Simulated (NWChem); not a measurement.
System: CH₃NOSi; SMILES C(=N[SiH3])=O

```xyz
7

Si     0.0791    -1.5674     0.0023
N      0.0063     0.1595     0.0012
C     -0.0450     1.3667     0.0004
O     -0.0952     2.5479    -0.0004
H      0.8768    -2.0262     1.1880
H     -1.3142    -2.1194     0.0834
H      0.7371    -2.0336    -1.2635
```
Atoms are numbered in this order, from 1.

Level: PBE-D3(BJ)/def2-SVP (NWChem), optimised geometry, unscaled harmonic frequencies. 

Question: List the harmonic frequencies with IR intensities, and the thermochemistry.

Answer: 
| frequency (cm⁻¹) | IR intensity (km/mol) |
|---|---|
| 65 | 0.9 |
| 65 | 0.9 |
| 578 | 20.9 |
| 578 | 20.9 |
| 593 | 71.4 |
| 687 | 48.5 |
| 687 | 48.5 |
| 912 | 55.6 |
| 912 | 55.6 |
| 934 | 350.3 |
| 1483 | 24.0 |
| 2180 | 126.9 |
| 2187 | 107.4 |
| 2187 | 107.4 |
| 2419 | 1181.3 |

* **zero-point energy**: 23.5 kcal/mol
* **thermal correction to the enthalpy at 298.15 K (with zero-point energy)**: 27.5 kcal/mol
* **heat capacity Cv**: 16.3 cal/(mol K)
* **entropy at 298.15 K and 1 atm (symmetry number 3)**: 71.7 cal/(mol K)
* **dipole moment**: 2.02 D

Rigid rotor and harmonic oscillator; modes under 100 cm⁻¹ make the entropy uncertain.
